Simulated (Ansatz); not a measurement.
Ansatz (a program for electronic structure) input (RI-MP2/cc-pVQZ):
A basis named .json is the Basis Set Exchange file of that set.

Ansatz 0.2 input:
```yaml
crystal:
  periodic: [false, false, false]
  atoms:
    - {symbol: C, position_ang: [1.19436928, -1.23983869, -0.97687783]}
    - {symbol: C, position_ang: [0.58112338, -0.55800534, 0.24969902]}
    - {symbol: C, position_ang: [1.55742289, 0.49355212, 0.81896708]}
    - {symbol: C, position_ang: [-0.77412000, 0.04194168, -0.00392411]}
    - {symbol: C, position_ang: [-1.02123302, 0.86804050, -1.22081127]}
    - {symbol: C, position_ang: [-1.68395622, 0.23910443, 1.16070965]}
    - {symbol: H, position_ang: [0.50762633, -1.97018125, -1.40839570]}
    - {symbol: H, position_ang: [1.44782799, -0.51488814, -1.75304410]}
    - {symbol: H, position_ang: [2.11489701, -1.75906943, -0.70303334]}
    - {symbol: H, position_ang: [0.45273997, -1.32445898, 1.02296041]}
    - {symbol: H, position_ang: [1.16263693, 0.95126654, 1.72737877]}
    - {symbol: H, position_ang: [1.73612518, 1.28745749, 0.09009843]}
    - {symbol: H, position_ang: [2.52059447, 0.03819742, 1.06128102]}
    - {symbol: H, position_ang: [-0.56456956, 0.44442501, -2.11636509]}
    - {symbol: H, position_ang: [-2.09149749, 0.98108493, -1.40894526]}
    - {symbol: H, position_ang: [-0.61661704, 1.88815525, -1.11352669]}
    - {symbol: H, position_ang: [-2.73251754, 0.26636642, 0.85163169]}
    - {symbol: H, position_ang: [-1.49254926, 1.19409493, 1.67774703]}
    - {symbol: H, position_ang: [-1.56633489, -0.55121822, 1.90563779]}
basis:
  gaussian:
    orbitals: cc-pVQZ
    fitting: {mean_field: def2-universal-jkfit, correlation: cc-pVQZ-RIFIT.json}
magnetization: {spin_polarized: true, initial_magnetization: 1}
correlation: {method: mp2, electrons: outside_noble_gas}
```

End of the output:

```
integrals: 2.36 GiB planned
684 factors; integrals over basis functions are off by at most 4.0e0 eV
2.13 GiB of device memory are held for the factors and their scratch space
mean field: 5.00 GiB planned
mean field evaluation 1: about -6384.1218 eV, gradient 3.2e1 eV
mean field evaluation 2: about -6389.2023 eV, gradient 1.3e1 eV
mean field evaluation 4: about -6390.2289 eV, gradient 1.0e0 eV
mean field evaluation 8: about -6390.2423 eV, gradient 1.7e-6 eV
mean field -6390.24227792 eV, -234.8370722517 hartree, gradient 1.7e-6 eV, S^2 0.764639; 0 other end points of the search recorded, 0 dependent functions left out
6 core orbitals not correlated
1507 factors; their error is unknown
reference -6390.24227792 eV, -234.8370722517 hartree; 19, 18 occupied and 695, 696 virtual orbitals, 1507 factors
second order -29.84042113 eV of doubles, -0.00000000 eV of singles
Total energy: -6420.08269905 eV, -235.9336875018 hartree
```

It need not be the lowest isomer of its formula.
